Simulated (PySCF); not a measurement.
# Atomic charges by several schemes

C3H8F3NSi2.
Structure used (GFN2-xTB), in Å, numbered top down from 1:
```xyz
17
C3H8F3NSi2 angstrom
F     -2.5722   -1.5246   -0.5529
C     -2.0595   -0.4088    0.0048
F     -2.1507   -0.5940    1.3346
F     -2.9350    0.5770   -0.2871
C     -0.6742   -0.0848   -0.4529
C      0.3043   -1.2116   -0.1136
Si     2.0657   -0.4914   -0.1362
N      1.6067    1.1404    0.2609
Si    -0.0696    1.5569    0.3215
H     -0.7382    0.0296   -1.5380
H      0.0823   -1.5799    0.8897
H      0.1706   -2.0547   -0.7918
H      2.6872   -0.5477   -1.4633
H      2.9341   -1.0516    0.8991
H      2.3054    1.8274    0.4809
H     -0.5662    1.7454    1.6840
H     -0.3977    2.6847   -0.5496
```

Density: PBE0/pcSseg-1 (PySCF); schemes: Mulliken, IAO, Hirshfeld and ESP-fitted. The structure is a single GFN2-xTB conformer in the gas phase; no vibrational or solvent corrections.

Question: Which atoms carry the highest charge in the Mulliken, IAO, Hirshfeld and ESP-fitted schemes?

Answer: The schemes don't all agree: Mulliken C2 (+0.847); IAO Si7 (+0.900); Hirshfeld Si7 (+0.385); ESP-fitted Si9 (+0.591).

Question: Do the Mulliken, IAO, Hirshfeld and ESP-fitted schemes agree on where the charge is lowest?

Answer: All schemes agree: Mulliken N8 (-0.826); IAO N8 (-0.941); Hirshfeld N8 (-0.332); ESP-fitted N8 (-0.798).

Question: What partial charge does each atom carry?

Answer: In e:

| atom | environment | Mulliken | IAO | Hirshfeld | ESP-fitted |
| --- | --- | --- | --- | --- | --- |
| F1 | fluorine of a CF3 group | -0.278 | -0.290 | -0.103 | -0.184 |
| C2 | CF3 carbon | +0.847 | +0.804 | +0.255 | +0.489 |
| F3 | fluorine of a CF3 group | -0.274 | -0.289 | -0.088 | -0.170 |
| F4 | fluorine of a CF3 group | -0.279 | -0.292 | -0.098 | -0.198 |
| C5 | sp3 carbon bound to silicon | -0.640 | -0.426 | -0.137 | -0.314 |
| C6 | sp3 carbon bound to silicon | -0.501 | -0.545 | -0.164 | -0.336 |
| Si7 | SiH2 silicon | +0.811 | +0.900 | +0.385 | +0.588 |
| N8 | nitrogen bridging silicon atoms | -0.826 | -0.941 | -0.332 | -0.798 |
| Si9 | SiH2 silicon | +0.818 | +0.898 | +0.365 | +0.591 |
| H10 | methine hydrogen | +0.174 | +0.169 | +0.050 | +0.178 |
| H11 | methylene hydrogen | +0.160 | +0.158 | +0.037 | +0.134 |
| H12 | methylene hydrogen | +0.158 | +0.156 | +0.039 | +0.117 |
| H13 | Si–H hydrogen | -0.102 | -0.150 | -0.086 | -0.123 |
| H14 | Si–H hydrogen | -0.102 | -0.139 | -0.080 | -0.120 |
| H15 | N–H hydrogen | +0.209 | +0.266 | +0.116 | +0.373 |
| H16 | Si–H hydrogen | -0.082 | -0.139 | -0.082 | -0.101 |
| H17 | Si–H hydrogen | -0.093 | -0.138 | -0.079 | -0.124 |

Mean size of the charges over all atoms: IAO 0.394 e, Mulliken 0.374 e, ESP-fitted 0.291 e, Hirshfeld 0.147 e. Each set sums to the total charge, 0, to within 0.001 e. The IAO scheme projects the occupied orbitals on a minimal set of polarised atomic orbitals and counts the electrons in each atom's part of it. The Hirshfeld scheme divides the density at each point in proportion to the densities of the neutral, spherically averaged free atoms.

Question: How closely do the schemes follow one another over all atoms?

Answer: Correlation coefficient and root-mean-square difference: Mulliken with IAO 0.99, 0.073 e; IAO with Hirshfeld 0.99, 0.311 e; IAO with ESP-fitted 0.98, 0.157 e; Hirshfeld with ESP-fitted 0.98, 0.180 e; Mulliken with Hirshfeld 0.97, 0.297 e; Mulliken with ESP-fitted 0.97, 0.157 e.

Question: Sum the charges by element, for elements with more than one atom.

Answer: 
```
element  atoms  Mulliken     IAO  Hirshfeld  ESP-fitted
      F      3    -0.831  -0.871     -0.288      -0.553
      C      3    -0.294  -0.168     -0.046      -0.161
     Si      2    +1.629  +1.797     +0.750      +1.178
      H      8    +0.322  +0.182     -0.083      +0.334
```

These values come from a run that also computed NMR shieldings. Time: 36 s. Hardware: Arm Neoverse V1, one thread, no GPU, shared host.
